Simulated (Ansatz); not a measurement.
`CBF` + dimethylamine → `CN(C)BF` + CH₄ at 700 K and 1 bar (ligand exchange at a B–C bond).

Gas-phase electronic energies from Ansatz, PBE0-D4/def2-TZVP geometries. CCSD(T)/CBS adds triple-zeta CCSD(T) − MP2 to the extrapolated MP2 energy (def2 sets, frozen cores). This one scheme is used for every species. One conformer a species, not always the lowest.

```
  species  CCSD(T)/CBS energy (Eh)  H − E (kJ/mol)  S (J/(mol·K))
    `CBF`               -165.10297           181.4          343.0
    `CNC`               -135.00321           296.9          352.4
`CN(C)BF`               -259.69840           334.1          429.5
      CH₄                -40.46206           145.9          224.0
```

H − E and S are ideal-gas, rigid-rotor, harmonic terms from PBE0-D4/def2-TZVP, for one conformer and one mirror image of each species. 1 Eh = 2625.50 kJ/mol, R = 8.31446 J/(mol·K).

**Question.** By hand: ΔE, ΔH, ΔS and ΔG.

**Answer.** ΔE = (-259.69840) + (-40.46206) − (-165.10297) − (-135.00321) = -0.05428 Eh = -142.5 kJ/mol. Δ(H − E) = 334.1 + 145.9 − 181.4 − 296.9 = 1.7, so ΔH = -140.8 kJ/mol. ΔS = 429.5 + 224.0 − 343.0 − 352.4 = -41.9 J/(mol·K). ΔG = -140.8 − 700 × (-41.9)/1000 = -111.5 kJ/mol.

**Question.** By hand: the equilibrium constant, and the temperature at which ΔG would vanish if ΔH and ΔS stayed fixed.

**Answer.** log₁₀ K = −ΔG/(RT ln 10) = 8.3. ΔG = 0 at ΔH/ΔS = 3360 K, far beyond where these terms or the molecules hold.

ΔH outweighs TΔS. A doubt of 5 kJ/mol in ΔE shifts log₁₀ K by 0.4 here. Other conformers and mirror images would add mixing entropy, several J/(mol·K) or more a flexible species. These are equilibria of isolated gas molecules and say nothing of rates. Largest T1 diagnostic: 0.012 (customary marks: 0.02 for closed shells, 0.045 for open ones).
